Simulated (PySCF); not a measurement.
## Spin–spin coupling constants

Geometry (Å), atoms numbered from 1 in this order:
```xyz
13

Ge    0.259   -0.005    0.184
O     0.289   -0.091    1.966
H     0.706    0.684    2.358
O     1.942    0.084   -0.402
H     2.456   -0.690   -0.153
C    -0.546    1.636   -0.451
H     0.069    2.499   -0.158
H    -1.556    1.759   -0.035
H    -0.615    1.621   -1.548
C    -0.613   -1.645   -0.359
H    -1.672   -1.625   -0.063
H    -0.137   -2.507    0.131
H    -0.552   -1.773   -1.449
```

Method: PBE/pcJ-1 (pcSseg-1 on Ge) (without the spin–dipole term)//PBE0-D3(BJ)/def2-SVP, PySCF 2.14.0 with density-fitted response routines; isolated molecule, single conformer, non-relativistic. Couplings are averaged over pairs made equivalent by symmetry, fast rotation or ring inversion, so a value needn't be that of the named pair in this geometry, while other rotamers aren't included; one pair stands for each set, and the list holds those of at least 1.5 Hz over up to four bonds, among pairs with at least one H or C atom (others weren't computed).

Isotopes: 13C, 1H, 17O. Couplings to quadrupolar nuclei such as 17O and 33S are rarely resolved in practice.

```json
{"pair": "O2, H3", "bonds": "1", "J (Hz)": "-64.2"}
{"pair": "C6, H7", "bonds": "1", "J (Hz)": "?"}
{"pair": "O2, C6", "bonds": "2", "J (Hz)": "-3.0"}
{"pair": "C6, C10", "bonds": "2", "J (Hz)": "?"}
{"pair": "H7, H8", "bonds": "2", "J (Hz)": "-12.0"}
{"pair": "H3, C6", "bonds": "3", "J (Hz)": "2.1"}
```

Problem. Estimate the withheld couplings, with signs.

Solution. 
- 1J(C6,H7) = 124.1 Hz (bond length 1.100 Å)
- 2J(C6,C10) = 7.7 Hz (angle at Ge1 116°)

Relativistic effects of the heavier atoms present are left out.
